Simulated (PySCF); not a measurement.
Structure from 2D NMR

Compound of formula C7H9NSi. Correlations simulated from computed shifts and the bond graph:

HSQC (one-bond C–H):
```csv
δH,δC
2.92,17.1
2.27,106.9
2.04,25.5
1.94,25.5
0.47,1.1
```

COSY cross peaks (H two or three bonds apart, from the bond graph; peaks can be absent where the dihedral angle is near 90°):
```csv
δH,δH
2.92,2.04
2.92,1.94
2.04,1.94
```

HMBC (two and three bonds, from the bond graph):
```csv
δH,δC
2.92,"129.4, 25.5"
2.27,89.7
2.04,"129.4, 89.7, 25.5, 17.1, 1.1"
1.94,"129.4, 89.7, 25.5, 17.1, 1.1"
0.47,"89.7, 25.5"
```

Carbons without hydrogens: δ 129.4, 89.7.

- PBE0/pcSseg-1 with gauge-including orbitals
- coordinates at the GFN2-xTB level
- program: PySCF 2.14.0 with density-fitted response routines
- equivalent nuclei averaged, one computed conformer, in vacuum, non-relativistic Hamiltonian

Shifts are taken against calculated references (same method and geometry level): ¹H, ¹³C against TMS.

Exchangeable hydrogens are left out of these lists.

**Question.** Work out the connectivity.

**Answer.** `C#C[Si@]1(C)C[C@H](C#N)C1`.

Numbering as in the mapped SMILES `[CH:1]#[C:2][Si@:3]1([CH3:4])[CH2:5][C@H:6]([C:7]#[N:8])[CH2:9]1` (H(Xn): hydrogen on atom n). Ha(C5), Ha(C9) are cis to C7 on the ring; Hb(C5), Hb(C9) are trans to C7 on the ring.

- δC 129.4 is C7, a nitrile carbon.
- δC 106.9 is C1, a terminal alkyne carbon (δH 2.27).
- δC 89.7 is C2, an alkyne carbon.
- δC 25.5 is C5/C9, an sp3 CH2 bonded to Si (δH 1.94, 2.04).
- δC 17.1 is C6, an sp3 CH α to a nitrile (δH 2.92).
- δC 1.1 is C4, a methyl carbon bonded to Si (δH 0.47).
- HMBC from δH 2.92 reaches the proton-free carbon C7.
- HMBC from δH 2.27 reaches the proton-free carbon C2.
- HMBC from δH 2.04 reaches the proton-free carbons C7, C2.
- HMBC from δH 1.94 reaches the proton-free carbons C7, C2.
- COSY links 2.92–2.04, 2.92–1.94, 2.04–1.94.

The shifts were computed for this structure.

Shifts are as computed. Against solution values, carbons near 30 ppm lie about +3 ppm off and those near 130 ppm about +5 ppm. Of 1211 compounds with measured shifts, 218 miss one by over three times the rms of a fit or turn the order of signals round; such compounds aren't used in these exercises.
